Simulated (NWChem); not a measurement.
System: C3H5FO; SMILES C=C(F)OC

NWChem input:

```
start job
memory heap 200 mb stack 900 mb global 1100 mb
geometry units angstroms noautoz
  C      0.606984    -1.708743     0.161117
  C      0.030488    -0.549465    -0.146214
  F     -1.283043    -0.456734    -0.360992
  O      0.669184     0.603071    -0.317098
  C      0.034908     1.780356     0.145560
  H      1.676874    -1.737865     0.357677
  H      0.013308    -2.620737     0.184323
  H      0.718627     2.607451    -0.079723
  H     -0.924404     1.951012    -0.365001
  H     -0.135167     1.738255     1.234842
end
basis spherical
  * library def2-svp
end
dft
  xc slater vwn_5
  iterations 150
  mulliken
end
task dft energy
```

Excerpt of the output:

```
             Northwest Computational Chemistry Package (NWChem) 7.3.0
             --------------------------------------------------------

 C1  symmetry detected

                             Geometry "geometry" -> ""
                             -------------------------

 Output coordinates in angstroms (scale by  1.889725989 to convert to a.u.)

  No.       Tag          Charge          X              Y              Z
 ---- ---------------- ---------- -------------- -------------- --------------
    1 C                    6.0000     0.72573210    -1.67558684     0.14937379
    2 C                    6.0000     0.06222099    -0.54221048    -0.06495419
    3 F                    9.0000    -1.27137863    -0.50225920    -0.06782975
    4 O                    8.0000     0.61942876     0.63264752    -0.33826962
    5 C                    6.0000     0.02077702     1.78849008     0.21671012
    6 H                    1.0000     1.81357231    -1.66156714     0.17294666
    7 H                    1.0000     0.17990228    -2.60963670     0.26913784
    8 H                    1.0000     0.62662441     2.63943168    -0.11669289
    9 H                    1.0000    -1.01357091     1.91743632    -0.13481901
   10 H                    1.0000     0.02806871     1.74933189     1.31927384

 Effective nuclear repulsion energy (a.u.)     181.1470654459

                                 NWChem DFT Module
                                 -----------------

 Summary of "ao basis" -> "ao basis" (spherical)
 ------------------------------------------------------------------------------
       Tag                 Description            Shells   Functions and Types
 ---------------- ------------------------------  ------  ---------------------
 C                          def2-svp                 6       14   3s2p1d
 F                          def2-svp                 6       14   3s2p1d
 O                          def2-svp                 6       14   3s2p1d
 H                          def2-svp                 3        5   2s1p

            General Information
            -------------------
          SCF calculation type: DFT
          Wavefunction type:  closed shell.
          No. of atoms     :    10
          No. of electrons :    40
           Alpha electrons :    20
            Beta electrons :    20
          Charge           :     0
          Spin multiplicity:     1
          Use of symmetry is: off; symmetry adaption is: off
          Maximum number of iterations: 150
          AO basis - number of functions:    95
                     number of shells:    45
          Convergence on energy requested:  1.00D-06
          Convergence on density requested:  1.00D-05
          Convergence on gradient requested:  5.00D-04

              XC Information
              --------------
                        Slater Exchange Functional  1.000 local
                      VWN V Correlation Functional  1.000 local

             Grid Information
             ----------------
          Grid used for XC integration:  medium
          Radial quadrature: Mura-Knowles
          Angular quadrature: Lebedev.
          Tag              B.-S. Rad. Rad. Pts. Rad. Cut. Ang. Pts.
          ---              ---------- --------- --------- ---------
          C                   0.70       49          11.0       434
          F                   0.50       49          10.0       434
          O                   0.60       49          10.0       434
          H                   0.35       45          13.0       434
          Grid pruning is: on
          Number of quadrature shells:   470
          Spatial weights used:  Erf1

      Superposition of Atomic Density Guess
      -------------------------------------

 Sum of atomic energies:        -289.35449186

      Non-variational initial energy
      ------------------------------

 Total energy =    -291.867877
 1-e energy   =    -755.371185
 2-e energy   =     282.356242
 HOMO         =      -0.267804
 LUMO         =       0.084192

     ---------------------------------------------
      Total Density - Mulliken Population Analysis
     ---------------------------------------------

    Atom       Charge   Shell Charges
 -----------   ------   -------------------------------------------------------
    1 C    6     6.56   1.99  0.96  0.28  2.17  1.13  0.02
    2 C    6     5.13   1.99  0.87  0.15  1.47  0.54  0.11
    3 F    9     9.37   1.99  1.14  0.77  3.43  2.04  0.00
    4 O    8     8.52   1.99  1.09  0.66  2.95  1.83  0.01
    5 C    6     5.87   1.99  0.92  0.21  1.84  0.85  0.05
    6 H    1     0.88   0.65  0.20  0.03
    7 H    1     0.88   0.66  0.20  0.03
    8 H    1     0.92   0.69  0.21  0.02
    9 H    1     0.93   0.69  0.21  0.02
   10 H    1     0.93   0.69  0.22  0.02

   convergence    iter        energy       DeltaE   RMS-Dens  Diis-err
 ---------------- ----- ----------------- --------- --------- ---------
 d= 0,ls=0.0,diis     1   -289.7604705953 -4.71D+02  1.82D-02  1.39D+00
 d= 0,ls=0.0,diis     2   -289.5614507797  1.99D-01  1.31D-02  2.91D+00
 d= 0,ls=0.0,diis     3   -289.8496706034 -2.88D-01  6.19D-03  2.25D-01
 d= 0,ls=0.0,diis     4   -289.8624879747 -1.28D-02  2.83D-03  1.55D-01
 d= 0,ls=0.0,diis     5   -289.8814656195 -1.90D-02  3.25D-04  2.06D-03
  Resetting Diis
 d= 0,ls=0.0,diis     6   -289.8816245919 -1.59D-04  1.20D-04  1.66D-04
 d= 0,ls=0.0,diis     7   -289.8816447646 -2.02D-05  7.67D-05  1.13D-05
 d= 0,ls=0.0,diis     8   -289.8816413565  3.41D-06  5.17D-05  3.85D-05
 d= 0,ls=0.0,diis     9   -289.8816460189 -4.66D-06  1.09D-05  2.13D-06
 d= 0,ls=0.0,diis    10   -289.8816462458 -2.27D-07  3.50D-06  1.38D-07

         Total DFT energy =     -289.881646245809
      One electron energy =     -758.347079692630
           Coulomb energy =      322.137442758354
    Exchange-Corr. energy =      -34.819074757436
 Nuclear repulsion energy =      181.147065445903

 Numeric. integr. density =       39.999998987913

[...]
```

Level: LDA (Slater exchange, VWN5)/def2-SVP. All runs use the structure optimised with PBE0/def2-SVP.
